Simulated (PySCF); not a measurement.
Computed structure and properties of Bi2O2F2

System: Bi2O2F2 (singlet); start: displaced along the imaginary mode (C2v). Method: PySCF 2.14.0, RKS TPSS, Bi def2-SVP with ECP60, O def2-SVP, F def2-SVP; non-relativistic Hamiltonian with scalar-relativistic core potentials where named; density fitting; no spin-orbit coupling.

Input of the relaxation:

```python
mol = gto.M(atom='''
Bi    -0.00000    -0.03229     1.61459
Bi     0.00000    -0.03229    -1.61459
O      1.48060     0.25000    -0.00000
O     -1.48060     0.25000    -0.00000
F     -0.00000     0.14468     3.78039
F      0.00000     0.14468    -3.78039''',
    basis={'Bi': 'def2-SVP', 'O': 'def2-SVP', 'F': 'def2-SVP'},
    ecp={'Bi': 'def2-SVP'},
    charge=0, spin=0)
mf = dft.RKS(mol, xc='TPSS')
mf.grids.atom_grid = (50, 194)
mf = mf.density_fit()  # fitting sets: Bi def2-universal-JKFIT, O def2-universal-JKFIT, F def2-universal-JKFIT
mf.conv_tol = 1e-08; mf.max_cycle = 55
mf.kernel(dm0)  # dm0: converged density of the start geometry
# quasi-Newton relaxation in Cartesian coordinates to a largest gradient under 0.00045 Eh/bohr, steps kept in the point group
```

Run from Python with OMP_NUM_THREADS=2; the lines above give its settings. Where DIIS fails, smearing, a level shift and second-order steps follow.
It took 88 s on 2 threads of AMD EPYC 9R45 96-Core Processor (Zen 5), with other jobs on the host, from the converged density of the start.

Course of the relaxation:

```
step  energy above end (eV)  largest force component within the symmetry (eV/Å)
   0                 2.7678                                               1.041
   1                 2.1567                                               1.105
   2                 1.6686                                               1.342
   3                 1.3236                                               0.915
   4                 1.0208                                               1.784
   5                 0.7515                                               1.182
   6                 0.4998                                               0.550
   7                 0.3715                                               0.682
  14                 0.0019                                               0.057
  15                 0.0007                                               0.041
  16                 0.0004                                               0.045
  17                 0.0001                                               0.039
  18                 0.0000                                               0.012
  19                 0.0000                                               0.001
```
(The steps between are left out.)

Relaxed geometry (C2v):

```xyz
6

Bi    0.0000   -0.5386    1.6038
Bi    0.0000   -0.5386   -1.6038
O     1.3923   -0.5809    0.0000
O    -1.3923   -0.5809    0.0000
F     0.0000    1.4819    1.9631
F     0.0000    1.4819   -1.9631
```

```tsv
contact	Å
Bi1–O3 (O)	2.124
Bi1–O4 (O)	2.124
Bi1–F5 (F)	2.052
Bi2–F6 (F)	2.052
```

On the finer grid (75, 302):

| Quantity | Value |
| --- | --- |
| HOMO | -6.53 eV |
| LUMO | -2.93 eV |
| Dipole about the centre of mass | 5.77 D |
| Set of Mulliken populations of Bi1 outside the core potential | s 3.90, p 7.78, d 10.22 |
| D3(BJ) dispersion energy (not in the energies) | -0.231 eV |

```csv
atom,Mulliken (e),Löwdin (e),spin (e)
Bi1,1.09,0.90,0.00
Bi2,1.09,0.90,0.00
O3,-0.68,-0.55,0.00
O4,-0.68,-0.55,0.00
F5,-0.42,-0.35,0.00
F6,-0.42,-0.35,0.00
```

No frequency check is given here. The steps kept the symmetry C2v of the start, so a lower state may lie off it.

Rigid scan of O along the line from its metal, all other atoms held (where the atom bridges, its other bond changes as well):

| distance to O3 (Å) | energy (eV) |
| --- | --- |
| 1.82 | 1.120 |
| 1.92 | 0.423 |
| 2.02 | 0.091 |
| 2.12 | 0.000 |
| 2.22 | 0.067 |
| 2.32 | 0.234 |
| 2.42 | 0.461 |
| 2.57 | 0.859 |

Taking off one F (charge -1, singlet; the rest: singlet) in vacuum, both parts rigid, costs 10.35 eV; the small basis without counterpoise inflates it. Most of it is the attraction of opposite charges; other ways to part are cheaper, and one spin state was tried for the rest.

Rigid scan of F along the line from its metal, all other atoms held (where the atom bridges, its other bond changes as well):

| distance to F5 (Å) | energy (eV) |
| --- | --- |
| 1.75 | 1.527 |
| 1.85 | 0.565 |
| 1.95 | 0.118 |
| 2.05 | 0.000 |
| 2.15 | 0.086 |
| 2.25 | 0.294 |
| 2.45 | 0.876 |
| 2.75 | 1.802 |
| 3.15 | 2.806 |
| 3.65 | 3.639 |

One start shape was tried, so this needn't be the lowest isomer.
